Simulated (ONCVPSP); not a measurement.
Which change was made? (Pd, ONCV)

- Element: palladium (Pd)
- Generator: ONCVPSP 4.0.1
- Type: optimised norm-conserving Vanderbilt (ONCV)
- Functional: PBE
- Relativity: scalar-relativistic
- Frozen core: [Ar] 3d10
- Valence charge: 18
- Reference configuration: 4s2 4p6 4d8 (charge +2)
- Partial waves: 4s: rc 0.95 bohr, ncon 3, nbas 6, qcut 6 1/bohr, 3 projectors, debl 1.1 Ha; 4p: rc 1.40 bohr, ncon 4, nbas 8, qcut 12.3 1/bohr, 3 projectors, debl 2.8 Ha; 4d: rc 1.95 bohr, ncon 3, nbas 7, qcut 6.7 1/bohr, 3 projectors, debl 1.9 Ha
- Local potential: polynomial inside 0.70 bohr (lpopt 5, dvloc0 -1 Ha)
- Core correction: Teter function, fcfact 2, rcfact 1.05

In the s channel the program set the typed energies aside and used -4.060, 0.250, 1.350 Ha.

Cutoffs, loose and tight: the cutoffs (Ha) at which the residual kinetic energy of the hardest occupied pseudo-wave falls to 1 and 0.1 mHa per electron. They do not see the model core or the augmentation charge, which bear on the density cutoff. Test errors are all-electron minus pseudo excitation energies from the reference, over the configurations 4s2 4p6 4d10; 4s2 4p6 4d9; 4s2 4p6 4d7; 4s2 4p6 4d8 5s1; variants that change the core or the reference have their own tests.

The base gives: outcome: generated, projector energies reset by the program; bound ghosts: none; GHOST(+) flags above zero: s, p; largest test error (meV): +31.

(1) After one change the result is: outcome: generated, projector energies reset by the program; cutoff, loose: 123 Ha; cutoff, tight: 194 Ha; bound ghosts: s; GHOST(+) flags above zero: s, p; largest test error (meV): +13. Which change was it?
A. all radii but the core radius scaled by about 0.86 (s 0.82, p 1.20, d 1.66 bohr); local potential polynomial inside 0.60 bohr (lpopt 5, dvloc0 -1 Ha)
B. all radii but the core radius scaled by about 1.26 (s 1.20, p 1.76, d 2.46 bohr); local potential polynomial inside 0.88 bohr (lpopt 5, dvloc0 -1 Ha)
C. all radii but the core radius scaled by about 0.79 (s 0.74, p 1.10, d 1.54 bohr); local potential polynomial inside 0.56 bohr (lpopt 5, dvloc0 -1 Ha)
D. all radii but the core radius scaled by about 1.07 (s 1.02, p 1.50, d 2.10 bohr); local potential polynomial inside 0.76 bohr (lpopt 5, dvloc0 -1 Ha)

Results:

(1) A. The others give: all radii but the core radius scaled by about 0.79 (s 0.74, p 1.10, d 1.54 bohr); local potential polynomial inside 0.56 bohr (lpopt 5, dvloc0 -1 Ha) → outcome: generated, projector energies reset by the program; bound ghosts: s, p; GHOST(+) flags above zero: s, d; largest test error (meV): +8.9 | all radii but the core radius scaled by about 1.07 (s 1.02, p 1.50, d 2.10 bohr); local potential polynomial inside 0.76 bohr (lpopt 5, dvloc0 -1 Ha) → outcome: generated, projector energies reset by the program; bound ghosts: none; GHOST(+) flags above zero: s, p; largest test error (meV): +47 | all radii but the core radius scaled by about 1.26 (s 1.20, p 1.76, d 2.46 bohr); local potential polynomial inside 0.88 bohr (lpopt 5, dvloc0 -1 Ha) → outcome: generated, projector energies reset by the program; bound ghosts: s; GHOST(+) flags above zero: s; largest test error (meV): +104.
